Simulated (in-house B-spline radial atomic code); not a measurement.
Neutral rubidium is squeezed into an impenetrable sphere of radius R (the orbitals vanish at R). No spin polarisation. Computed with a radial B-spline atomic code at the basis-set limit: scalar-relativistic (X2C) PBE, spherical fractional occupations, Fermi nucleus of rms radius 4.2036 fm.

Energies in eV above the free atom in [Kr] 5s1:

```tsv
R (bohr)	highest level (eV)	[Kr] 5s1	[Ar] 3d10 4s1 4p6 5s1 5d1	[Kr] 4d1
9.71	-1.82	0.2058	38.54	2.94
5.72	2.32	3.515	51.66	5.437
5.16	4.57	5.626	57.98	6.565
4.1	14.1	16.11	83.08	12.14
3.61	24.1	29.11	108.7	19.65
2.86	58.8	85.61	202.1	56.3
2.45	101	170.9	326.1	116.9
2.26	132	242.1	423.4	169.8
1.92	223	476.8	726.2	351.1
1.33	666	1981	2482	1594
```

(1) Does [Ar] 3d10 4s1 4p6 5s1 5d1 fall below [Kr] 5s1 under compression?

(2) Does [Kr] 4d1 fall below [Kr] 5s1 under compression?

The highest level is first positive in the row R = 5.72 bohr, pushed up by confinement above the zero of the free ion's potential. Each configuration is held fixed and needn't be the lowest in the sphere.

## Answers

(1) No, it stays above over the whole range.

(2) Yes, between R = 5.16 and 4.1 bohr the order changes (near 4.96 bohr by linear interpolation).
